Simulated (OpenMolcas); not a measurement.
What dynamic correlation does to the levels of Sn+

```yaml
Program: OpenMolcas 26.06
Basis: ANO-RCC-VQZP [8s7p5d3f2g]
Scalar_Hamiltonian: DKH2, point nucleus
Active_space: 3 electrons in 4 orbitals (5s 5p)
State_averaging: 2S+1 = 4 odd, 1 root; 2S+1 = 2 odd, 3 roots; 2S+1 = 4 even, 3 roots; 2S+1 = 2 even, 9 roots
Spin-orbit_coupling: state interaction with AMFI integrals over the reference wave functions, term energies averaged over their components
```

Methods on the same reference wave functions:
A. CASSCF
B. SS-CASPT2, IPEA 0.25 Eh, imaginary shift 0.1 Eh (closed shells correlated: 4d)

Energies in cm-1 above 5s2 5p 2P* 1/2, the measured ground level; measured values from NIST Handbook of Basic Atomic Spectroscopic Data.

| Level | A | B | Measured |
| --- | --- | --- | --- |
| 5s2 5p 2P* 1/2 | 0.0 | 0.0 | 0.0 |
| 5s2 5p 2P* 3/2 | 3806 | 3810 | 4251 |
| 5s 5p2 4P 1/2 | 38224 | 45900 | 46464 |
| 5s 5p2 4P 3/2 | 39719 | 47440 | 48368 |
| 5s 5p2 4P 5/2 | 41815 | 49450 | 50730 |
| 5s 5p2 2D 3/2 | 65697 | 62310 | 58844 |
| 5s 5p2 2D 5/2 | 65910 | 62650 | 59463 |
| 5s 5p2 2S 1/2 [64 %] | 78234 | 75540 |  |
| 5s 5p2 2P 1/2 [65 %] | 87084 | 79470 |  |
| 5s 5p2 2P 3/2 | 89143 | 80600 |  |

Deviations, from unrounded energies. A percentage is the sum of absolute deviations over the sum of measured energies, with the sign that they share, or ± where signs differ.

```tsv
Against measurement	Levels	A	B
mean absolute deviation (cm-1)	6	6600	1600
fine structure of the ground term (%)	1	-10.5	-10.5
other configurations (%)	5	±14.8	±3.6
```

B lies closest to measurement on these levels. The largest miss of B in the table is 5s 5p2 2D 3/2, by +3500 cm-1. The ranking rests on the paired levels alone, and a cruder setting can come out closer through cancelling errors.

The lowest spin-free term lies below A's lowest term by 0.465 hartree in B.

CASPT2 breaks the degeneracy within a term, and the mean is taken; among the terms shown or strongly mixed into the levels shown the widest spread is 470 cm-1 (5s 5p2 2D, B). Over all roots computed the reference weight is 0.88 to 0.93 in B; the roots of lowest weight are the least certain, and an intruder state may touch them. Terms of s pⁿ other than that of highest spin mix with s² pⁿ⁻² d, which this space lacks; all of them can be thousands of cm-1 off, and some have no real level of that name. Measured partners are found by configuration, term and J. A level has none where our copy of the source lacks it or the pairing is in doubt (some pairs that miss far off the trend of their configuration count as doubtful), and it then counts in no deviation. Levels of configurations outside the active space are missing. Levels that lie high or do not pair safely by name in every column are left out.

A share in square brackets marks a mixed level and gives the weight of the term that names it, the lowest over the columns. * marks odd parity.
